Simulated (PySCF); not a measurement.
**Assignment exercise: C6H11NSi2**

Atoms are numbered as in `[N:1]#[C:2][CH2:3][C:4]1=[C:5]([CH2:6][SiH3:7])[CH2:8][SiH2:9]1` (H(Xn): hydrogen on atom n).

Equivalent nuclei averaged, no solvent, one computed conformer, relativity neglected. GFN2-xTB structure; shielding tensors at PBE0/pcSseg-1 (GIAO); PySCF.

Chemical shifts δ = σref − σ; TMS for ¹³C (σ = 186.93 ppm), ¹H (σ = 31.72 ppm), all at this level.

(1) Assign these signals to the numbered atoms. ¹³C{¹H} NMR (computed): δ 173.3 (C), 131.7 (C), 122.2 (C), 20.8 (CH2), 19.3 (CH2), 18.1 (CH2).

(2) Assign these signals to the numbered atoms. ¹H NMR (500 MHz, computed): δ 4.85 (m, 2H), 3.93 (t, 3H), 2.91 (s, 2H), 2.45 (q, 2H), 1.89 (m, 2H).

Answers

(1) 
| δ (ppm) | atoms | environment | reason |
| --- | --- | --- | --- |
| 173.3 | C5 | fully substituted alkene carbon | – |
| 131.7 | C4 | fully substituted alkene carbon | the olefinic region |
| 122.2 | C2 | nitrile carbon | this is the usual window of a C≡N carbon, which has no attached hydrogen |
| 20.8 | C8 | allylic sp3 CH2 bonded to Si | – |
| 19.3 | C6 | allylic sp3 CH2 bonded to Si | – |
| 18.1 | C3 | allylic sp3 CH2 | aliphatic region, no heteroatom directly attached |

C8 and C6; C6 and C3 lie closer than the usual error of such a calculation, so a measured spectrum could show them in the other order.

(2) 
```tsv
δ (ppm)	atoms	environment	reason
4.85	H(Si9)	hydrogen on a silicon bonded to 2 C, in a 4-membered ring	–
3.93	H(Si7)	hydrogen on a silicon bonded to C	–
2.91	H(C3)	hydrogen on an allylic sp3 CH2	allylic position
2.45	H(C6)	hydrogen on an allylic sp3 CH2 bonded to Si	allylic position
1.89	H(C8)	hydrogen on an allylic sp3 CH2 bonded to Si	–
```

Shifts are as computed. Against solution values, carbons near 30 ppm lie about +3 ppm off and those near 130 ppm about +5 ppm. Of 1211 compounds with measured shifts, 218 miss one by over three times the rms of a fit or turn the order of signals round; such compounds aren't used in these exercises. Multiplicities follow the n + 1 count of equivalent neighbours, as no J values were calculated; m marks all less simple cases, F and P coupling included.
